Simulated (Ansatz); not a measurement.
Two isomers of C2H9ClSi2: A = `[SiH3]CC[SiH2]Cl`, B = `C[Si](C)([SiH3])Cl`.

Gas-phase electronic energies from Ansatz, PBE0-D4/def2-TZVP geometries. CCSD(T)/CBS is the MP2 limit (def2-TZVPP, def2-QZVPP) plus CCSD(T) − MP2 in def2-TZVPP, frozen cores. Functionals use def2-TZVPP. B3LYP here is the variant with VWN-RPA as its local correlation; programs differ in this. One conformer a species, not always the lowest.

(1) Which is lower in electronic energy at CCSD(T)/CBS, and by how much? (Best estimate.)

(2) Give E(B) − E(A) in kcal/mol with r2SCAN-D4, HF/def2-TZVPP, MP2/def2-TZVPP, PBE-D4, ωB97M-V, PBE0-D4, B3LYP. (Estimate.)

Largest T1 diagnostic: 0.010.

Answers

(1) The calculation gave: B, by 16.8 kcal/mol.

(2) Computed: r2SCAN-D4 -19.2, HF/def2-TZVPP -15.0, MP2/def2-TZVPP -15.9, PBE-D4 -19.8, ωB97M-V -16.2, PBE0-D4 -19.0, B3LYP -17.8. None reverses the order clearly.

In def2-TZVPP, CCSD(T) changes the Hartree–Fock value by −1.5 kcal/mol (the triples alone add −0.3 kcal/mol) and MP2 by −1.0 kcal/mol. From PBE to PBE0 (25 % exact exchange), in def2-TZVPP and without D4, E(B) − E(A) moves by +0.8 kcal/mol.
